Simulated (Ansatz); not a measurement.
`B[N]([GeH3])C=C` + `CO[SiH2]N` → `CO[SiH2][NH][GeH3]` + `BNC=C`  (ligand exchange at a Ge–N bond)

Calculated with Ansatz (gas phase, PBE0-D4/def2-TZVP geometries, no zero-point term in ΔE). CCSD(T)/CBS adds triple-zeta CCSD(T) − MP2 to the extrapolated MP2 energy (def2 sets, frozen cores). This one scheme is used for every species. Functionals use def2-TZVPP. B3LYP here is the variant with VWN-RPA as its local correlation; programs differ in this. For Ge outer-core shells are correlated without core-valence functions, which leaves a few kJ/mol of doubt a bond. Scalar relativity is left out up to krypton. One conformer a species, not always the lowest.

```
             level  ΔE (eV)
           PBE0-D4    -0.12
          B3LYP-D4    -0.12
            B2PLYP    -0.13
              PBE0    -0.15
             B3LYP    -0.17
CCSD(T)/def2-TZVPP    -0.08
     HF/def2-QZVPP    -0.24
SCS-MP2/def2-QZVPP    -0.08
```

What does CCSD(T)/CBS give? (An estimate is asked.)

The calculation gave: -0.07 eV. The listed levels differ from it by -0.05, -0.05, -0.06, -0.08, -0.10, -0.01, -0.17, -0.01 eV.

Largest T1 diagnostic among the species: 0.013.

In def2-TZVPP, CCSD(T) changes the Hartree–Fock value by +0.16 eV (the triples alone add +0.02 eV) and MP2 by +0.19 eV. The D4 term adds +0.05 eV with B3LYP and +0.02 eV with PBE0; it sums over pairs of atoms, weighted by their polarisabilities, and B3LYP, whose exchange is more repulsive, gets the larger term.
